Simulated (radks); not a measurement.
The numbers below are computed, except where a source is named.
Initial-state core-level shifts of the silicon ion Si2+ when its valence configuration changes from [Ne] 3s2. Level of theory: Dirac Kohn-Sham, PBEsol, spin-unpolarised, spherical densities, finite nucleus; open shells fill j = l - 1/2 first; Fermi nuclear charge, rms radius 3.1224 fm (a radial shooting solver on a logarithmic mesh with Libxc functionals). Shifts are changes of the shell-averaged eigenvalues in eV (positive: less bound); the change of the density at the nucleus, which sets a Mossbauer isomer shift, is in e/bohr^3, on a base of 1905.

valence          1s      2s      2p  density at nucleus
3s1 3p1      -1.457  -1.447  -1.428             -6.0264
3p2          -2.869  -2.853  -2.815            -12.2070
3s0.5 3p1.5  -2.168  -2.155  -2.126             -9.0981
3s1.5 3p0.5  -0.734  -0.729  -0.719             -2.9931
